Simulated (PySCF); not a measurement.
## Spin states of SrCd⁺

Unrestricted PBE0; PySCF, scalar-relativistic core potentials, basis sets Sr def2-SVPD with ECP28, Cd def2-SVPD with ECP28. Outer shells of the fragments: Sr+ 5s1; Cd 4d10 5s2.

Followed along the bond (rough minima from three points):

```
2Ms+1   unpaired  ⟨S²⟩ at the start  R at minimum (Å)  Te (eV)
    2        σ ↑               0.75              3.57     0.00
    2        δ ↑               0.75              3.50     1.57
    4  σ ↑↑, π ↑               3.75              3.55     3.61
    2        π ↑               0.76  none in the scan   ≤ 1.15
```

Solutions found at the starting distance of 3.210 Å, counted from the lowest of them; the search is not exhaustive and high or unbound solutions are not listed, so other states can lie among these:

```
2Ms+1   unpaired  term  E (eV)  ⟨S²⟩  ⟨Lz²⟩  μ (D)
    2        σ ↑   ²Σ⁺    0.00  0.75   0.00  -4.86
    2        π ↑    ²Π    1.06  0.76   1.00  -8.26
    2        δ ↑    ²Δ    1.54  0.75   4.00  -4.93
    4  σ ↑↑, π ↑    ⁴Π    3.60  3.75   1.00  -6.12
    4      σ ↑↑↑   ⁴Σ⁺    3.99  3.75   0.00  -4.20
    4  σ ↑, π ↑↑   ⁴Σ⁻    4.45  3.75   0.00  -7.95
    4  σ ↑↑, δ ↑    ⁴Δ    4.99  3.75   4.00  -3.41
```

A term symbol is given only where ⟨S²⟩ and ⟨Lz²⟩ are close to those of a pure state; real π, δ and φ orbitals otherwise mix terms. A positive dipole points towards Cd; it is taken about the centre of mass and depends on that origin.

Spin–orbit coupling is left out. Counting both spins, an empty level lies below a filled one in some of these solutions, because spin and occupation are held.
